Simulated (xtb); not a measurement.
xtb input (GFN2-xTB):

```bash
xtb mol.xyz --gfn 2 --ohess tight --chrg 1 --uhf 0
```
mol.xyz:
```
10

O      0.58276251     1.24364428    -1.10795731
B      0.29609376     0.24803433    -0.25170404
O      1.63838191    -0.46758033    -0.11721189
Si    -1.32581842    -0.51342963     0.70100409
H     -0.12282393     1.83378813    -1.35369013
H      2.42161221    -0.12939268    -0.51459010
H      1.73651584    -1.24400187     0.50074164
H     -2.30927677    -0.89116937    -0.35589793
H     -0.82095142    -1.61477195     1.42585270
H     -1.83989533     0.56191576     1.54927346
```

End of the output:

```
         :::::::::::::::::::::::::::::::::::::::::::::::::::::
         ::                  THERMODYNAMIC                  ::
         :::::::::::::::::::::::::::::::::::::::::::::::::::::
         :: total free energy         -13.722076506849 Eh   ::
         ::.................................................::
         :: total energy              -13.756740463074 Eh   ::
         :: zero point energy           0.064336635138 Eh   ::
         :: G(RRHO) w/o ZPVE           -0.029672678913 Eh   ::
         :: G(RRHO) contrib.            0.034663956225 Eh   ::
         :::::::::::::::::::::::::::::::::::::::::::::::::::::
imag cut-off (cm-1) :    5.00
 found            1  significant imaginary frequency
 writing imag mode distorted coords to xtbhess.xyz
 for further optimization.

optimized geometry written to: xtbopt.xyz

           -------------------------------------------------
          | TOTAL ENERGY              -13.756740463074 Eh   |
          | TOTAL ENTHALPY            -13.684795688157 Eh   |
          | TOTAL FREE ENERGY         -13.722076506849 Eh   |
          | GRADIENT NORM               0.000119821657 Eh/α |
          | HOMO-LUMO GAP               3.999460972614 eV   |
           -------------------------------------------------

------------------------------------------------------------------------
------------------------------------------------------------------------
 total:
 SCF:
 ANC optimizer:
 analytical hessian:
```

It need not be the lowest isomer of its formula.
